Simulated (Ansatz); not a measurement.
Reaction (isomerisation): `FC1=C[SiH2]1` → `F[SiH]1C=C1`

Computed with Ansatz on PBE0-D4/def2-TZVP structures; ΔE is electronic, products minus reactants. CCSD(T)/CBS is the MP2 limit (def2-TZVPP, def2-QZVPP) plus CCSD(T) − MP2 in def2-TZVPP, frozen cores. DFT in def2-TZVPP. HSE06 is defined as in plane-wave codes.

```json
{"level": "LDA (SPW92)", "ΔE (kJ/mol)": "-191.7", "difference from CCSD(T)/CBS": "33.7"}
{"level": "r2SCANh-D4", "ΔE (kJ/mol)": "-214.6", "difference from CCSD(T)/CBS": "10.8"}
{"level": "HSE06-D4", "ΔE (kJ/mol)": "-205.5", "difference from CCSD(T)/CBS": "19.9"}
{"level": "ωB97X-V", "ΔE (kJ/mol)": "-213.1", "difference from CCSD(T)/CBS": "12.3"}
{"level": "PBE", "ΔE (kJ/mol)": "-194.9", "difference from CCSD(T)/CBS": "30.5"}
{"level": "CCSD/def2-SVP", "ΔE (kJ/mol)": "-198.1", "difference from CCSD(T)/CBS": "27.3"}
{"level": "SCS-MP2/def2-TZVPP", "ΔE (kJ/mol)": "-225.7", "difference from CCSD(T)/CBS": "-0.3"}
{"level": "CCSD/def2-TZVPP", "ΔE (kJ/mol)": "-223.1", "difference from CCSD(T)/CBS": "2.3"}
{"level": "SCS-MP2/def2-QZVPP", "ΔE (kJ/mol)": "-229.6", "difference from CCSD(T)/CBS": "-4.2"}
{"level": "MP2/CBS(def2)", "ΔE (kJ/mol)": "-234.2", "difference from CCSD(T)/CBS": "-8.8"}
{"level": "CCSD(T)/CBS", "ΔE (kJ/mol)": "-225.4", "difference from CCSD(T)/CBS": "0"}
```

Largest T1 diagnostic among the species: 0.014.

Leaving LDA and LC-ωPBE aside and taking each functional with its dispersion term where it has one, the values, not all of them listed here, spread over 28.7 kJ/mol, from BHLYP-D4 to revPBE-D4. LDA lies +3.1 kJ/mol from PBE without D4. From BLYP to BHLYP (50 % exact exchange), in def2-TZVPP and without D4, ΔE moves by −20.3 kJ/mol.
